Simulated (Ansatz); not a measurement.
**Redistribution: C3H8SiTe + CH8OSi2 → C2H6SiTe + C2H10OSi2**

Species: C3H8SiTe `C=C[Te][SiH2]C`, singlet; CH8OSi2 `C[SiH2]O[SiH3]`, singlet; C2H6SiTe `C=C[Te][SiH3]`, singlet; C2H10OSi2 `C[SiH2]O[SiH2]C`, singlet. The partners trade CH3 for H; both sit on Si, so the bond types are kept.

Shapes, held fixed at every level: PBE0-D4/def2-TZVP. Flexible molecules stand in one conformer, not always the lowest. Programs: Ansatz 0.2.0. Electronic energies: no zero-point or thermal term.

```tsv
level	kind	ΔE (kJ/mol)	less CCSD(T)/def2-TZVPP
HF/def2-SVP	Hartree–Fock	-3.9	-1.7
B3LYP-D4/def2-TZVPP	global hybrid	-3.1	-0.9
wB97X-V/def2-TZVPP	range-separated hybrid	-3.3	-1.1
B2PLYP/def2-TZVPP	double hybrid	-3.0	-0.8
CCSD(T)/def2-SVP	coupled cluster or CI	-2.3	-0.1
CCSD/def2-TZVPP	coupled cluster or CI	-2.7	-0.5
CCSD(T)/def2-TZVPP	coupled cluster or CI	-2.2	0.0
```

The highest level, CCSD(T)/def2-TZVPP, gives ΔE = -2.2 kJ/mol; the levels span -3.9 to -2.2. That is about zero within the method's error. The column of differences is taken from that level and isn't an error. No measured value is set beside it here. For atoms past krypton def2 sets carry core potentials with scalar relativity. Correlated rows may include outer-core shells of Te, which these sets cover unevenly.
